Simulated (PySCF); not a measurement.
Input for PySCF: R-M06-2X/def2-TZVPP on Al2Cl6 (SMILES [Cl][Al-]1([Cl])[Cl+][Al-]([Cl])([Cl])[Cl+]1).

```python
from pyscf import gto, dft

mol = gto.M(
    atom='''
    Al    1.61046008   -0.00000000    0.00000000
    Al   -1.61046007   -0.00000000    0.00000000
    Cl   -0.00000000    1.63118927   -0.00000000
    Cl    0.00000000   -1.63118927   -0.00000000
    Cl    2.61046178    0.00000000    1.83342650
    Cl    2.61046178   -0.00000000   -1.83342650
    Cl   -2.61046178    0.00000000    1.83342650
    Cl   -2.61046178    0.00000000   -1.83342650
    ''',
    basis='def2-tzvpp',
    charge=0, spin=0, verbose=4, max_memory=1800)
mf = dft.RKS(mol, xc='m062x').density_fit(auxbasis='def2-universal-jkfit')
mf.grids.level = 4
mf.conv_tol = 1e-9
mf.max_cycle = 150
mf.kernel()
mf.dip_moment()
```

Program output:

```
PySCF version 2.14.0

[INPUT] verbose = 4
[INPUT] num. atoms = 8
[INPUT] num. electrons = 128
[INPUT] charge = 0
[INPUT] spin (= nelec alpha-beta = 2S) = 0
[INPUT] symmetry False subgroup None
[INPUT] Mole.unit = angstrom
[INPUT] Symbol           X                Y                Z      unit          X                Y                Z       unit  Magmom
[INPUT]  1 Al     1.610460080000   0.000000000000   0.000000000000 AA    3.043328485745   0.000000000000   0.000000000000 Bohr   0.0
[INPUT]  2 Al    -1.610460070000   0.000000000000   0.000000000000 AA   -3.043328466848   0.000000000000   0.000000000000 Bohr   0.0
[INPUT]  3 Cl     0.000000000000   1.631189270000   0.000000000000 AA    0.000000000000   3.082500977629   0.000000000000 Bohr   0.0
[INPUT]  4 Cl     0.000000000000  -1.631189270000   0.000000000000 AA    0.000000000000  -3.082500977629   0.000000000000 Bohr   0.0
[INPUT]  5 Cl     2.610461780000   0.000000000000   1.833426500000 AA    4.933057822845   0.000000000000   3.464673954520 Bohr   0.0
[INPUT]  6 Cl     2.610461780000   0.000000000000  -1.833426500000 AA    4.933057822845   0.000000000000  -3.464673954520 Bohr   0.0
[INPUT]  7 Cl    -2.610461780000   0.000000000000   1.833426500000 AA   -4.933057822845   0.000000000000   3.464673954520 Bohr   0.0
[INPUT]  8 Cl    -2.610461780000   0.000000000000  -1.833426500000 AA   -4.933057822845   0.000000000000  -3.464673954520 Bohr   0.0

nuclear repulsion = 1135.7824752522
number of shells = 112
number of NR pGTOs = 504
number of NR cGTOs = 336
basis = def2-tzvpp
ecp = {}


******** <class 'pyscf.df.df_jk.DFRKS'> ********
method = DFRKS
initial guess = minao
damping factor = 0
level_shift factor = 0
DIIS = <class 'pyscf.scf.diis.CDIIS'>
diis_start_cycle = 1
diis_space = 8
diis_damp = 0
SCF conv_tol = 1e-09
SCF conv_tol_grad = None
SCF max_cycles = 150
direct_scf = False
XC library pyscf.dft.libxc version 7.1.2
    S. Lehtola, C. Steigemann, M. J. T. Oliveira, and M. A. L. Marques,  SoftwareX 7, 1–5 (2018)
XC functionals = m062x
    Y. Zhao and D. G. Truhlar,  Theor. Chem. Acc. 120, 215 (2008)
    Y. Zhao and D. G. Truhlar,  Theor. Chem. Acc. 120, 215 (2008)
radial grids:
    Treutler-Ahlrichs [JCP 102, 346 (1995); DOI:10.1063/1.469408] (M4) radial grids

becke partition: Becke, JCP 88, 2547 (1988); DOI:10.1063/1.454033
pruning grids: <function nwchem_prune>
grids dens level: 4
symmetrized grids: False
atomic radii adjust function: <function treutler_atomic_radii_adjust>
small_rho_cutoff = 0
Set gradient conv threshold to 3.16228e-05
Initial guess from minao.
tot grids = 229520
******** <class 'pyscf.df.df.DF'> ********
auxbasis = def2-universal-jkfit
init E= -3247.23865291803
  HOMO = -0.406213775629284  LUMO = -0.0621855481572737  gap/eV = 9.36148
cycle= 1 E= -3246.44039650991  delta_E= 0.798  |g|= 0.532  |ddm|= 2.75
  HOMO = -0.38192680358748  LUMO = -0.0511965402722158  gap/eV = 8.99963
cycle= 2 E= -3246.44222800199  delta_E= -0.00183  |g|= 0.577  |ddm|= 1.03
  HOMO = -0.394350591269862  LUMO = -0.0132109944597913  gap/eV = 10.37134
cycle= 3 E= -3246.52290953578  delta_E= -0.0807  |g|= 0.0451  |ddm|= 0.508
  HOMO = -0.399033154294444  LUMO = -0.015460835218216  gap/eV = 10.43753
cycle= 4 E= -3246.52325424694  delta_E= -0.000345  |g|= 0.0155  |ddm|= 0.0379
  HOMO = -0.397482172253026  LUMO = -0.0139566760522011  gap/eV = 10.43626
cycle= 5 E= -3246.52329807991  delta_E= -4.38e-05  |g|= 0.00387  |ddm|= 0.0148
  HOMO = -0.397718615768388  LUMO = -0.0142462128190431  gap/eV = 10.43482
cycle= 6 E= -3246.52330180529  delta_E= -3.73e-06  |g|= 0.000798  |ddm|= 0.00358
  HOMO = -0.397688285068706  LUMO = -0.0142753895726025  gap/eV = 10.43320
cycle= 7 E= -3246.52330194442  delta_E= -1.39e-07  |g|= 0.000217  |ddm|= 0.00078
  HOMO = -0.397686570801229  LUMO = -0.0142654084819259  gap/eV = 10.43342
cycle= 8 E= -3246.52330195726  delta_E= -1.28e-08  |g|= 3.21e-05  |ddm|= 0.000256
  HOMO = -0.397688454451003  LUMO = -0.0142660960621562  gap/eV = 10.43345
cycle= 9 E= -3246.52330195757  delta_E= -3.11e-10  |g|= 7.71e-06  |ddm|= 3.87e-05
  HOMO = -0.39768860533353  LUMO = -0.0142663327463138  gap/eV = 10.43345
Extra cycle  E= -3246.52330195759  delta_E= -1.82e-11  |g|= 4.95e-06  |ddm|= 1.22e-05
converged SCF energy = -3246.52330195759
Dipole moment(X, Y, Z, Debye):  0.00000, -0.00000, -0.00000
```

The run converged.

Cost: roughly 90 core-seconds.
